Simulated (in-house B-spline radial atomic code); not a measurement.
Inner levels of technetium as electrons are removed. A shift is the extra binding of the orbital against the neutral atom ([Kr] 4d5 5s2). The density at the nucleus is averaged over the nuclear charge. Computed with an all-electron radial atomic-structure program (B-spline basis): Dirac-Hartree-Fock, average of the configuration, finite nuclei.

```json
{"ion": "Tc", "configuration": "[Kr] 4d5 5s2", "shift of 2p1/2 (eV)": "0", "shift of 3d5/2 (eV)": "0", "shift of 3p3/2 (eV)": "0", "radius of 2p1/2 (bohr)": "0.12718", "radius of 3d5/2 (bohr)": "0.39932", "radius of 3p3/2 (bohr)": "0.41729", "Σ<r²> (bohr²)": "61.524", "change of density at nucleus (bohr⁻³)": "-"}
{"ion": "Tc+", "configuration": "[Kr] 4d5 5s1", "shift of 2p1/2 (eV)": "7.3234", "shift of 3d5/2 (eV)": "7.3323", "shift of 3p3/2 (eV)": "7.3214", "radius of 2p1/2 (bohr)": "0.12718", "radius of 3d5/2 (bohr)": "0.39932", "radius of 3p3/2 (bohr)": "0.41729", "Σ<r²> (bohr²)": "43.432", "change of density at nucleus (bohr⁻³)": "-8.134"}
{"ion": "Tc2+", "configuration": "[Kr] 4d5", "shift of 2p1/2 (eV)": "15.955", "shift of 3d5/2 (eV)": "15.962", "shift of 3p3/2 (eV)": "15.934", "radius of 2p1/2 (bohr)": "0.12718", "radius of 3d5/2 (bohr)": "0.3993", "radius of 3p3/2 (bohr)": "0.41728", "Σ<r²> (bohr²)": "31.045", "change of density at nucleus (bohr⁻³)": "-21.921"}
{"ion": "Tc3+", "configuration": "[Kr] 4d4", "shift of 2p1/2 (eV)": "30.92", "shift of 3d5/2 (eV)": "30.776", "shift of 3p3/2 (eV)": "30.791", "radius of 2p1/2 (bohr)": "0.12718", "radius of 3d5/2 (bohr)": "0.39924", "radius of 3p3/2 (bohr)": "0.4172", "Σ<r²> (bohr²)": "26.157", "change of density at nucleus (bohr⁻³)": "-17.325"}
{"ion": "Tc4+", "configuration": "[Kr] 4d3", "shift of 2p1/2 (eV)": "47.768", "shift of 3d5/2 (eV)": "47.347", "shift of 3p3/2 (eV)": "47.412", "radius of 2p1/2 (bohr)": "0.12718", "radius of 3d5/2 (bohr)": "0.39911", "radius of 3p3/2 (bohr)": "0.41706", "Σ<r²> (bohr²)": "22.312", "change of density at nucleus (bohr⁻³)": "-11.066"}
{"ion": "Tc5+", "configuration": "[Kr] 4d2", "shift of 2p1/2 (eV)": "66.314", "shift of 3d5/2 (eV)": "65.476", "shift of 3p3/2 (eV)": "65.596", "radius of 2p1/2 (bohr)": "0.12718", "radius of 3d5/2 (bohr)": "0.39888", "radius of 3p3/2 (bohr)": "0.41687", "Σ<r²> (bohr²)": "19.135", "change of density at nucleus (bohr⁻³)": "-3.2395"}
{"ion": "Tc6+", "configuration": "[Kr] 4d1", "shift of 2p1/2 (eV)": "86.438", "shift of 3d5/2 (eV)": "85.031", "shift of 3p3/2 (eV)": "85.208", "radius of 2p1/2 (bohr)": "0.12717", "radius of 3d5/2 (bohr)": "0.39856", "radius of 3p3/2 (bohr)": "0.41661", "Σ<r²> (bohr²)": "16.427", "change of density at nucleus (bohr⁻³)": "6.0759"}
```
